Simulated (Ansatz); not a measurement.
Reaction (hydrogenolysis of a Ge–N bond): `C=C[N]([GeH3])[SiH2]Cl` + H₂ → GeH₄ + `C=CN[SiH2]Cl`

Program: Ansatz. Geometries: PBE0-D4/def2-TZVP. ΔE: electronic, gas phase. CCSD(T)/CBS adds triple-zeta CCSD(T) − MP2 to the extrapolated MP2 energy (def2 sets, frozen cores). This one scheme is used for every species. Functionals use def2-TZVPP. B3LYP here is the variant with VWN-RPA as its local correlation; programs differ in this. For Ge outer-core shells are correlated without core-valence functions, which leaves a few kJ/mol of doubt a bond. Scalar relativity is left out up to krypton. Each species was taken in one conformer, which may not be the lowest.

| level | ΔE (kJ/mol) | difference from CCSD(T)/CBS |
| --- | --- | --- |
| PBE-D4 | -16.0 | -9.8 |
| B3LYP-D4 | -14.8 | -8.6 |
| PBE | -28.6 | -22.4 |
| r2SCAN | -19.2 | -13.0 |
| B3LYP | -35.2 | -29.0 |
| CCSD/def2-TZVPP | -14.6 | -8.4 |
| CCSD(T)/def2-TZVPP | -7.5 | -1.3 |
| MP2/def2-QZVPP | 3.4 | 9.6 |
| SCS-MP2/def2-QZVPP | -4.6 | 1.6 |
| MP2/CBS(def2) | 4.1 | 10.3 |
| CCSD(T)/CBS | -6.2 | 0 |

Largest T1 diagnostic among the species: 0.012.

In def2-TZVPP, CCSD(T) changes the Hartree–Fock value by +34.9 kJ/mol (the triples alone add +7.1 kJ/mol) and MP2 by +45.1 kJ/mol. The D4 term adds +20.3 kJ/mol with B3LYP and +11.2 kJ/mol with PBE0; it sums over pairs of atoms, weighted by their polarisabilities, and B3LYP, whose exchange is more repulsive, gets the larger term.
